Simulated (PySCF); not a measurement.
**Pauling's electronegativity from computed bond energies: partners of H**

PBE0 in PySCF with def2-TZVPPD on every atom, for the lowest determinant that a PBE0 search found; no spin–orbit coupling. De of H2 is 4.53 eV.

| B | De(B₂) (eV) | De(HB) (eV) |
| --- | --- | --- |
| Cl | 2.59 | 4.56 |
| Br | 2.28 | 3.98 |
| F | 1.51 | 5.94 |
| Cu | 1.78 | 2.58 |

Task: With Δ = De(HB) − [De(H₂) + De(B₂)]/2, give Δ and the electronegativity difference √(Δ/eV).

Result: 

```json
{"B": "Cl", "Δ (eV)": "1.00", "√Δ": "1.00"}
{"B": "Br", "Δ (eV)": "0.57", "√Δ": "0.76"}
{"B": "F", "Δ (eV)": "2.92", "√Δ": "1.71"}
{"B": "Cu", "Δ (eV)": "-0.57", "√Δ": "none (Δ < 0)"}
```

The rule was made for single bonds and measured bond energies; here it is fed with computed well depths. With the arithmetic mean Δ turns negative when the two homonuclear bonds differ much, as for alkali hydrides.

Closed-shell solutions of metal pairs were not tested for spin polarisation, which can lower them a little.
